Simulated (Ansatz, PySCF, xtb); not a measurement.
Energy difference R1 + R2 → P1 + P2, each structure at its B3LYP-D3(BJ)/def2-TZVP stationary point, reached from a drawn start (curvature not checked).
P1, H2 (SMILES [H][H]) (charge 0, multiplicity 1, Z-matrix in Å and degrees):
```
H
H 1 0.7440
```
R1, HF (SMILES F) (charge 0, multiplicity 1):
```xyz
2

F      0.000     0.000     0.462
H      0.000     0.000    -0.462
```
R2: SiH4 (SMILES [SiH4]), charge 0, multiplicity 1.
P2, FH3Si (SMILES F[SiH3]) (charge 0, multiplicity 1, Z-matrix in Å and degrees):
```
Si
F 1 1.6061
H 1 1.4771 2 108.27
H 1 1.4771 3 110.64 2 118.50
H 1 1.4771 3 110.64 4 122.99
```

P less R. No zero-point or thermal terms.

Run with Ansatz (a program for electronic structure); PySCF for the D3/D4 terms; xtb for the GFN methods. All values are computed, each at the level named.

Question: One of these levels gives -23.26 kcal/mol for the reaction energy. Which?
A. PBE-D4/def2-TZVPP
B. GFN2-xTB
C. B3LYP/def2-TZVPP

Answer: A, PBE-D4/def2-TZVPP. The others give -33.28 (GFN2-xTB), -25.48 (B3LYP/def2-TZVPP)
